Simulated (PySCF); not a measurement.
A structure optimised at r2SCAN-D4/def2-SVP, used in a PySCF frequency run:

```xyz
11

C      0.0000    -0.7406    -1.2943
C      0.0000    -1.3581    -0.0870
Si     0.0000     0.0000     1.2060
C      0.0000     1.3581    -0.0870
C      0.0000     0.7406    -1.2943
H      0.0000    -1.2809    -2.2497
H      0.0000    -2.4467     0.0109
H     -1.2102     0.0000     2.0848
H      1.2102     0.0000     2.0848
H      0.0000     2.4467     0.0109
H      0.0000     1.2809    -2.2497
```
Charge 0, spin multiplicity 1.

Q: Write its SMILES, formula and point group.

A: C1=C[SiH2]C=C1, C₄H₆Si, C2v

Q: What are its rotational constants (standard atomic weights)?

A: 6.6661, 4.8975, 2.9196 GHz
